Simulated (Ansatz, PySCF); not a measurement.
CHO₂, SMILES C(=O)=[OH+], charge +1. Atoms are numbered in the order given.

```xyz
4

O     -0.0173     1.2285     0.0000
C     -0.0105     0.1089     0.0000
O      0.1111    -1.1002     0.0000
H     -0.6878    -1.6791     0.0000
```
Charge +1, spin multiplicity 1.

The structure is a stationary point at PBE0-D3(BJ)/def2-TZVP. The isomer is the one that the SMILES or the coordinates give; other isomers of the formula were not compared.

Vertical ionisation energy (IE) and electron affinity (EA) in eV. Rows of orbital energies are one-electron estimates. Where ΔSCF, EOM or ADC give a negative EA the extra electron is unbound and the value depends on the basis.

| level | IE | EA |
|---|---|---|
| −ε(HOMO), −ε(LUMO), PBE0/def2-TZVPD (PySCF) | 19.60 | 8.48 |
| −ε(HOMO), −ε(LUMO), PBE/def2-TZVPD (PySCF) | 17.88 | 9.72 |
| ADC(2)/aug-cc-pVDZ (PySCF) | 21.92 | 5.37 |
| ΔSCF, CAM-B3LYP/def2-TZVPD (Ansatz), final states of multiplicity 2 and 2 | 22.89 | 5.68 |
| ΔSCF, PBE/def2-TZVPD (Ansatz), final states of multiplicity 2 and 2 | 22.62 | 5.79 |

Problem. What vertical singlet–triplet gap does ΔSCF give with CAM-B3LYP/def2-TZVPD (Ansatz, a first-principles code) and with PBE/def2-TZVPD (Ansatz)? (An estimate is asked for; the answer gives what the named calculation found.)

Solution. 7.86 and 7.82 eV (triplet above singlet where positive).

Computed lowest 1s main lines (those of the lightest heavy element) from CVS-ADC(2)-x/aug-cc-pVDZ (PySCF, non-relativistic), with pole strengths:
309.2 eV (1.55).

Problem. Beyond the first one, list the lowest photoelectron lines from ADC(2)/aug-cc-pVDZ (PySCF) with their pole strengths (two spins summed). (The exact figures need the calculation; the answer reports its results.)

Solution. 22.86 eV (1.77), 25.12 eV (1.71), 25.85 eV (1.74), 26.20 eV (1.74), 31.29 eV (1.76).
